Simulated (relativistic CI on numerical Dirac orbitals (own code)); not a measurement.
## Hyperfine structure of Fe XVII, mass number 57

Calculated at this level of theory: Dirac-Coulomb-Breit CI, separate exchange-only KLI orbitals for each configuration, model QED (radiative potential, 1s self-energy scaled to tabulated hydrogen-like ionisation energies), unscaled Slater integrals (own radial code, finite nucleus).

CI space (outside the closed core 1s2): 2s²2p⁶, 2s²2p⁵3s, 2s²2p⁵3p, 2s²2p⁵3d, 2s2p⁶3s, 2s2p⁶3p, 2s2p⁶3d, 2s²2p⁵4s, 2s²2p⁵4p, 2s²2p⁵4d, 2s²2p⁵4f, 2s²2p⁴3s², 2s2p⁶4s, 2s2p⁶4p, 2s²2p⁴3s3p, 2s2p⁶4d. Levels of other configurations are missing.

Nuclear spin I = 1/2, μ = 0.09064 μN (tables of Stone and Pyykkö). The electronic factors are computed for point nuclear moments, without core polarisation or the Bohr-Weisskopf and QED corrections.

| Level | E (eV) | A (MHz) |
| --- | --- | --- |
| 2s²2p⁵3s ³P°2 | 724.164 | 8072 |
| 2s²2p⁵3s ¹P°1 | 726.148 | 1280 |
| 2s²2p⁵3s ³P°1 | 738.056 | 21270 |
| 2s²2p⁵3p ³D2 | 758.081 | 4828 |
| 2s²2p⁵3p ³D3 | 759.658 | 2817 |
| 2s²2p⁵3p ³P2 | 762.661 | 2825 |
| 2s²2p⁵3p ³D1 | 770.175 | 14440 |
| 2s²2p⁵3p ³P1 | 773.396 | -3734 |

Levels with J = 0, under 50 % of one LS term, or S terms without an open s electron are left out. Small factors come from cancelling terms and can be off by tens of per cent or more.

At this charge energies of transitions that change n are usually good to better than 1 %, and those within a shell (Δn = 0) to a few per cent.

(1) Give the hyperfine levels of 2s²2p⁵3s ³P°2 relative to its centre of gravity.

Results:

(1) With K = F(F + 1) − I(I + 1) − J(J + 1), E = AK/2: F = 3/2: -12110, F = 5/2: 8072 MHz.

LS names give the leading component of a level, which can be under half, so a name can repeat, a term be missing and a line seem to break the LS rules.
